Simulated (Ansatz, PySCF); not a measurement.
N-methyl-N-silylpropan-2-amine (C4H13NSi), SMILES [SiH3]N(C)C(C)C. Atoms are numbered in the order given.

```xyz
19

C     -1.7078    -1.2932     0.6310
C     -0.9903     0.0118     0.2658
C     -1.7233     0.7633    -0.8547
N      0.4336    -0.2067    -0.0257
C      0.7560    -1.0305    -1.1781
Si     1.6297     0.8667     0.6383
H     -2.7296    -1.0849     0.9850
H     -1.1623    -1.8222     1.4269
H     -1.7940    -1.9689    -0.2349
H     -1.0191     0.6535     1.1638
H     -1.7747     0.1607    -1.7758
H     -2.7572     0.9996    -0.5571
H     -1.2100     1.7077    -1.0947
H      1.8409    -1.2157    -1.2137
H      0.4705    -0.5748    -2.1471
H      0.2652    -2.0173    -1.1208
H      1.8126     2.1674    -0.0921
H      2.9474     0.1666     0.6161
H      1.2315     1.2030     2.0361
```

Geometry optimised at B3LYP-D3(BJ)/def2-SVP. One conformer was computed; it need not be the lowest.

Two levels are set side by side: PBE-D3(BJ)/def2-SVP (Ansatz, a first-principles code) and B3LYP-D3(BJ)/def2-SVP (Ansatz). Each level has its own optimised geometry; the coordinates shown are those of the second. Frequencies come from the Hessian of PySCF at each geometry. Differences are taken from unrounded values.

```tsv
quantity	B3LYP-D3(BJ)	PBE-D3(BJ)	PBE-D3(BJ) minus B3LYP-D3(BJ)
mean bond length (Å)	1.291	1.299	0.008
bond C1–C2 (Å)	1.533	1.536	0.003
bond C2–C3 (Å)	1.535	1.538	0.003
bond C2–N4 (Å)	1.470	1.473	0.003
bond N4–C5 (Å)	1.453	1.454	0.001
bond N4–Si6 (Å)	1.739	1.749	0.011
bond C1–H7 (Å)	1.101	1.108	0.007
bond C1–H8 (Å)	1.100	1.108	0.007
bond C1–H9 (Å)	1.102	1.110	0.008
bond C2–H10 (Å)	1.104	1.113	0.009
bond C3–H11 (Å)	1.102	1.110	0.008
bond C3–H12 (Å)	1.102	1.109	0.007
bond C3–H13 (Å)	1.101	1.109	0.008
bond C5–H14 (Å)	1.101	1.109	0.008
bond C5–H15 (Å)	1.108	1.117	0.009
bond C5–H16 (Å)	1.104	1.112	0.009
bond Si6–H17 (Å)	1.503	1.518	0.015
highest harmonic wavenumber (cm⁻¹)	3125	3074	-51
mean harmonic wavenumber (cm⁻¹)	1403	1364	-39
zero-point energy (kcal/mol)	102.31	99.45	-2.85
```

GGA bonds tend to be longer and softer than those of functionals with exact exchange. Differences between two approximate levels are no errors against the true value.
